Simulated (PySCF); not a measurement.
Dissociation curve of SMILES F[SiH3] (H3FSi). The Si1–H5 bond (Si1 also carries F, H, H; H5 carries nothing else) is pulled apart rigidly from the PBE0/def2-TZVP optimised geometry.

Method: PySCF with CCSD(T) on UHF/cc-pVDZ, 6 core orbitals frozen.

Relative to R = 1.48 Å, what are the energies at R = 1.39, 1.72, 2.96, 3.63 Å?

9.5 kJ/mol at 1.39 Å, 35.3 kJ/mol at 1.72 Å, 352.0 kJ/mol at 2.96 Å, 390.1 kJ/mol at 3.63 Å.

The unrestricted determinant behind UCCSD(T) is spin-contaminated at 2.23 to 5.18 Å (<S²> up to 1.0, against 0.00 for a pure singlet).
